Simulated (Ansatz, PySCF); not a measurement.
Reaction R1 → 2 P1, each structure at its B3LYP-D3(BJ)/def2-TZVP stationary point, reached from a drawn start (curvature not checked).
P1: OH (SMILES [OH]), charge 0, multiplicity 2.
R1: H2O2 (SMILES OO), charge 0, multiplicity 1.

| level | reaction energy (kcal/mol) | minus CCSD(T)/cc-pVQZ |
|---|---|---|
| HF/cc-pVDZ | -2.10 | -55.40 |
| HF/cc-pVTZ | -1.38 | -54.68 |
| SVWN5/def2-TZVPP | 87.20 | 33.90 |
| PBE/def2-TZVPP | 63.04 | 9.74 |
| PBE-D3(BJ)/def2-TZVPP | 63.36 | 10.07 |
| PBE-D4/def2-TZVPP | 63.37 | 10.07 |
| BLYP/def2-TZVPP | 57.01 | 3.71 |
| BLYP-D3(BJ)/def2-TZVPP | 57.68 | 4.38 |
| BLYP-D4/def2-TZVPP | 57.80 | 4.50 |
| revPBE/def2-TZVPP | 56.22 | 2.92 |
| revPBE-D3(BJ)/def2-TZVPP | 57.15 | 3.85 |
| revPBE-D4/def2-TZVPP | 57.66 | 4.37 |
| r2SCAN/def2-TZVPP | 51.58 | -1.72 |
| r2SCAN-D3(BJ)/def2-TZVPP | 51.66 | -1.64 |
| r2SCAN-D4/def2-TZVPP | 51.65 | -1.64 |
| B3LYP-D4/def2-TZVPP | 51.72 | -1.58 |
| PBE0/def2-TZVPP | 52.32 | -0.98 |
| PBE0-D4/def2-TZVPP | 52.59 | -0.71 |
| BHLYP/def2-TZVPP | 37.85 | -15.45 |
| BHLYP-D3(BJ)/def2-TZVPP | 38.24 | -15.05 |
| BHLYP-D4/def2-TZVPP | 38.18 | -15.12 |
| CAM-B3LYP/def2-TZVPP | 52.34 | -0.96 |
| CAM-B3LYP-D3(BJ)/def2-TZVPP | 52.54 | -0.75 |
| CAM-B3LYP-D4/def2-TZVPP | 52.60 | -0.70 |
| wB97X-V/def2-TZVPP | 54.24 | 0.94 |
| wB97M-V/def2-TZVPP | 54.80 | 1.50 |
| B2PLYP/def2-TZVPP | 52.04 | -1.26 |
| B2PLYP-D3(BJ)/def2-TZVPP | 52.26 | -1.04 |
| B2PLYP-D4/def2-TZVPP | 52.26 | -1.04 |
| MP2/cc-pVDZ | 53.16 | -0.14 |
| MP2/cc-pVTZ | 59.60 | 6.30 |
| MP2/cc-pVQZ | 61.12 | 7.82 |
| SCS-MP2/cc-pVDZ | 50.01 | -3.29 |
| SCS-MP2/cc-pVTZ | 55.69 | 2.39 |
| SCS-MP2/cc-pVQZ | 57.20 | 3.90 |
| CCSD/cc-pVDZ | 43.55 | -9.75 |
| CCSD/cc-pVTZ | 46.99 | -6.31 |
| CCSD(T)/cc-pVDZ | 47.11 | -6.19 |
| CCSD(T)/cc-pVTZ | 52.15 | -1.15 |
| CCSD(T)/cc-pVQZ | 53.30 | 0.00 |

 The comparison column counts from a level with limits of its own.

P less R. No zero-point or thermal terms; singlets are restricted closed shells; open shells are unrestricted; no spin–orbit coupling.

Frozen-core correlation throughout.

Run with Ansatz (Gaussian orbitals); PySCF for the D3/D4 terms. All values are computed, each at the level named.

Ansatz is an electronic-structure program.
